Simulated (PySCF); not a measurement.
**Stretching TiF⁺**

Set-up: PySCF, no relativity, basis sets Ti def2-TZVPPD, F def2-TZVPPD. Energies in eV from Ti⁺ (3d2 4s1) + F in their ground configurations at the same level. State: ³Σ⁻ (triplet), unpaired electrons δ ↑↑.

| R (Å) | UHF-CCSD |
| --- | --- |
| 1.549 | -4.418 |
| 1.618 | -4.915 |
| 1.669 | -5.106 |
| 1.721 | -5.178 |
| 1.773 | -5.158 |
| 1.841 | -5.022 |
| 1.927 | -4.733 |
| 2.031 | -4.279 |

Q: Put a parabola through the three lowest points of the UHF-CCSD curve and estimate Re, k and ωe (reduced mass 13.61 u; 1 eV/Å² = 0.16022 mdyn/Å; ωe = 1302.8·√(k/μ) cm⁻¹).

A: Through R = 1.669, 1.721, 1.773 Å the second-order coefficient is 17.0 eV/Å², so Re ≈ 1.736 Å, k ≈ 5.45 mdyn/Å and ωe ≈ 825 cm⁻¹. A polynomial fit of higher order to the unrounded UHF-CCSD energies gives Re = 1.734 Å, k = 5.21 mdyn/Å, ωe = 807 cm⁻¹; anharmonicity and rounding make the difference.

The higher-order fit for each curve: UHF-CCSD: Re = 1.734 Å, ωe = 807 cm⁻¹, De = 5.18 eV.

Correlated steps freeze 6 core orbitals. For an ion De counts to the pair picked by the measured ionisation energies or electron affinities, which need not be the lowest pair at this level. With d or f electrons several states lie close, and the lowest PBE0 determinant need not be the measured ground state.
